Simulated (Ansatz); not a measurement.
A run for Ansatz (a program for electronic structure): U-PBE/cc-pVTZ on BrGeH (SMILES [GeH][Br]), a point of a bond scan (R = 1.764 Å).

Ansatz 0.2 input:
```yaml
crystal:
  periodic: [false, false, false]
  atoms:
    - {symbol: Ge, position_ang: [-0.68565162, -0.57867936, 0.82194038]}
    - {symbol: H, position_ang: [-1.82694694, -1.12268757, -0.40757146]}
    - {symbol: Br, position_ang: [0.67611556, 0.55974206, -0.74303699]}
basis:
  gaussian:
    orbitals: cc-pVTZ
hamiltonian:
  xc: {name: PBE}
magnetization: {spin_polarized: true, initial_magnetization: 0}
```

The head of its log:

```
WARN ansatz: RAYON_NUM_THREADS=1 ignored (pool sized by the plan → 1); use --threads N
Functional definition: PBE
integrals: 0.03 GiB planned
791 factors; their error is unknown
mean field: 0.32 GiB planned
mean field evaluation 1: about -126563.4006 eV, gradient 1.5e1 eV
mean field evaluation 2: about -126561.9625 eV, gradient 2.1e1 eV
```

**Question.** What total energy does the run end on?

**Answer.** -4651.1523 hartree.
